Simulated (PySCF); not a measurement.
**A computed series [MCl3(NH3)]+**

Computed with PySCF 2.14.0, PBE0, def2-SVP on the ligands, density fitting, scalar-relativistic core potentials, no spin-orbit coupling, vacuum. Each member is relaxed from one template within its symmetry. Distances are means of the shortest metal–ligand contacts, charges and spins Mulliken's; removal energies are rigid, with the ligand's formal charge and no counterpoise, so too large; for an anion taken off a cation in vacuum most of it is the attraction of opposite charges, and multiply charged cations can part far more cheaply with an electron moved from ligand to metal. lcecp potentials hold a fixed number of 4f electrons in the core, out of states, spins and gaps.

```csv
metal,basis on the metal,point group,M–Cl (Å),M–NH3 (Å),charge on M (e),removal of one Cl (eV),"strongest infrared band, degenerate modes summed (cm⁻¹)",unstable modes (below −25 cm⁻¹)
Ce,lcecp-2-SVP with ECP46,C3v,2.442,2.491,1.34,14.26,3534,0
Pr,lcecp-2-SVP with ECP47,C3v,2.430,2.473,1.16,14.36,3536,0
Nd,lcecp-2-SVP with ECP48,C3v,2.415,2.450,1.18,14.43,3532,0
Tb,lcecp-2-SVP with ECP53,C3v,2.353,2.357,1.09,14.80,3528,0
Dy,lcecp-2-SVP with ECP54,C3v,2.344,2.346,1.02,14.85,3530,0
Pb,def2-SVP with ECP60,C3,2.382,2.354,0.94,14.82,3567,0
```

Question: What does the calculation give for Hf, def2-SVP with ECP60?

Answer: point group: C3v, M–Cl (Å): 2.297, M–NH3 (Å): 2.268, charge on M (e): 1.00, removal of one Cl (eV): 15.17, strongest infrared band, degenerate modes summed (cm⁻¹): 3524, unstable modes (below −25 cm⁻¹): 0.
```xyz
8

Hf   -0.0096    0.0096   -0.0096
Cl    1.1924    1.5548    1.1924
Cl   -1.5548   -1.1924    1.1924
Cl    1.1924   -1.1924   -1.5548
N    -1.3192    1.3192   -1.3192
H    -1.9397    1.9397   -0.7821
H    -0.7821    1.9397   -1.9397
H    -1.9397    0.7821   -1.9397
```

From Ce to Dy the M–Cl distance shrinks by 0.10 Å, the lanthanide contraction, and the energy to remove one Cl rises by 0.58 eV.

Moved off a saddle point of the template and relaxed again: Pb. One start shape was tried for each, so a minimum needn't be the lowest isomer. Oxidation states forced by the potential, rare, strongly oxidising or of another configuration in reality: [PrCl3(NH3)]+, [NdCl3(NH3)]+, [TbCl3(NH3)]+, [DyCl3(NH3)]+.
